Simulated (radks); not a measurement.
The nuclear charge of neutral copper is varied continuously with 29 electrons held in [Ar] 3d10 4s1. All-electron calculation, scalar-relativistic Kohn-Sham, PBE, spin-polarised, spherical densities, finite nucleus; open shells are filled with parallel spins first; Fermi nuclear charge, rms radius 3.8823 fm. Program: a radial shooting solver on a logarithmic mesh with Libxc functionals. By the Hellmann-Feynman theorem dE/dZ = E(electron-nucleus)/Z, the electronic potential at the nucleus (averaged over a nucleus of fixed radius). The scalar-relativistic energy here is not variational (the density holds large components alone), so the two differ by a part that grows with Z.

| Z | E (hartree) | E(electron-nucleus)/Z (hartree) | HOMO | e(HOMO) (eV) | <r> HOMO (bohr) |
|---|---|---|---|---|---|
| 28.8 | -1627.47268 | -136.094 | 3d | -2.667 | 1.072 |
| 28.9 | -1641.12874 | -136.749 | 3d | -3.746 | 1.051 |
| 29 | -1654.85043 | -137.403 | 3d | -4.894 | 1.033 |
| 29.1 | -1668.63764 | -138.056 | 4s | -5.818 | 2.839 |
| 29.2 | -1682.49027 | -138.708 | 4s | -6.664 | 2.776 |
| 29.3 | -1696.40823 | -139.360 | 4s | -7.543 | 2.717 |
| 29.4 | -1710.39145 | -140.010 | 4s | -8.454 | 2.662 |
| 29.5 | -1724.43985 | -140.660 | 4s | -9.394 | 2.610 |
| 29.6 | -1738.55337 | -141.309 | 4s | -10.364 | 2.561 |
| 29.7 | -1752.73194 | -141.957 | 4s | -11.362 | 2.515 |
| 29.8 | -1766.97552 | -142.605 | 4s | -12.388 | 2.471 |
| 29.9 | -1781.28406 | -143.253 | 4s | -13.441 | 2.429 |
| 30 | -1795.65751 | -143.900 | 4s | -14.521 | 2.389 |

The central difference of E at Z = 29 is -137.545 hartree, to compare with the third column; the second derivative is -6.55 hartree.
